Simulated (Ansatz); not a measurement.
An input meant for Li₇H₇ (charge 0, singlet; scaled by 0.96).

```yaml
crystal:
  periodic: [false, false, false]
  atoms:
    - {symbol: Li, position_ang: [-1.855238, 1.059355, 0.848494]}
    - {symbol: Li, position_ang: [0.995470, -1.685050, -0.681496]}
    - {symbol: Li, position_ang: [0.127942, 2.052113, -0.094289]}
    - {symbol: Li, position_ang: [0.862063, 0.397917, 1.433333]}
    - {symbol: Li, position_ang: [-1.054191, -1.646913, 0.674134]}
    - {symbol: Li, position_ang: [-1.621970, -0.284861, -1.162879]}
    - {symbol: Li, position_ang: [2.567216, 0.396463, -0.925722]}
    - {symbol: H, position_ang: [-0.392540, 1.587101, 1.529118]}
    - {symbol: H, position_ang: [-0.697250, -1.727812, -1.048891]}
    - {symbol: H, position_ang: [-1.268299, 1.394922, -0.852219]}
    - {symbol: H, position_ang: [2.389542, -1.119877, -1.397140]}
    - {symbol: H, position_ang: [1.671611, 1.340247, 0.083591]}
    - {symbol: H, position_ang: [-2.307128, -0.518140, 0.518259]}
    - {symbol: H, position_ang: [0.582761, -1.245474, 1.075707]}
basis:
  gaussian: {orbitals: def2-mTZVPP, fitting: {mean_field: cc-pVTZ-jkfit}}
hamiltonian: {xc: {name: SPW92}}
multiplicity: 3
```

```sh
$ ansatz run in.yaml --threads 4 --pin off --events-out ev --progress --plain --max-ram 3916MiB
```

Output, abridged:

```
Error: YAML parse error: error: line 21 column 1: unknown field `multiplicity`, expected one of crystal, accuracy, basis, kpoints, hamiltonian, magnetization, projection, total_charge, correlation, batch, efield, external_charges, scf, relax, neb, saddle, md, ramp, phonons, dielectric, real_time, elastic, magnetic_configurations, gw, evaluate, workflow, output, checkpoint, execution
19 |   gaussian: {orbitals: def2-mTZVPP, fitting: {mean_field: cc-pVTZ…
20 | hamiltonian: {xc: {name: SPW92}}
21 | multiplicity: 3
```

Question: Something in this input is off. What?

Answer: The input holds a key that doesn't belong there (the spin goes under magnetization). The program refused the input.
